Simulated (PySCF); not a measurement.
A run for PySCF: D3(BJ) and D4 dispersion corrections on HORe (SMILES [OH][Re]), 2S+1 = 7, a spin state set in the input, which need not be the lowest.

```python
from pyscf import gto
from pyscf.dispersion import dftd3, dftd4

mol = gto.M(
    atom='''
    Re   -1.04119687   -0.79585454   -0.91196829
    O     0.38052452   -0.01695582    0.26693445
    H     0.62750363    0.86018196    0.57471421
    ''',
    basis='def2-svp',
    charge=0, spin=6, verbose=0, max_memory=1800)
d3, d4 = {}, {}
for xc in ['hf', 'pbe', 'blyp', 'revpbe', 'tpss', 'r2scan', 'b3lyp', 'pbe0', 'bhlyp', 'camb3lyp', 'b2plyp']:
    d3[xc] = float(dftd3.DFTD3Dispersion(mol, xc=xc, version='d3bj', atm=False).get_dispersion()['energy'])
    print(f'D3(BJ) {xc:10s} {d3[xc]:14.8f} Eh')
for xc in ['hf', 'pbe', 'blyp', 'revpbe', 'tpss', 'r2scan', 'b3lyp', 'pbe0', 'bhlyp', 'camb3lyp', 'b2plyp']:
    d4[xc] = float(dftd4.DFTD4Dispersion(mol, xc={'camb3lyp': 'cam-b3lyp'}.get(xc, xc), atm=True).get_dispersion()['energy'])
    print(f'D4     {xc:10s} {d4[xc]:14.8f} Eh')
```

Output:

```
D3(BJ) hf            -0.01166453 Eh
D3(BJ) pbe           -0.00118744 Eh
D3(BJ) blyp          -0.00284616 Eh
D3(BJ) revpbe        -0.00290072 Eh
D3(BJ) tpss          -0.00156158 Eh
D3(BJ) r2scan        -0.00029608 Eh
D3(BJ) b3lyp         -0.00237974 Eh
D3(BJ) pbe0          -0.00108085 Eh
D3(BJ) bhlyp         -0.00211269 Eh
D3(BJ) camb3lyp      -0.00108615 Eh
D3(BJ) b2plyp        -0.00122843 Eh
D4     hf            -0.00539594 Eh
D4     pbe           -0.00149529 Eh
D4     blyp          -0.00332399 Eh
D4     revpbe        -0.00409602 Eh
D4     tpss          -0.00200589 Eh
D4     r2scan        -0.00029181 Eh
D4     b3lyp         -0.00250205 Eh
D4     pbe0          -0.00124225 Eh
D4     bhlyp         -0.00222617 Eh
D4     camb3lyp      -0.00128266 Eh
D4     b2plyp        -0.00101041 Eh
```

The run finished.

Cost: about 0.010 core-seconds (a rough figure).
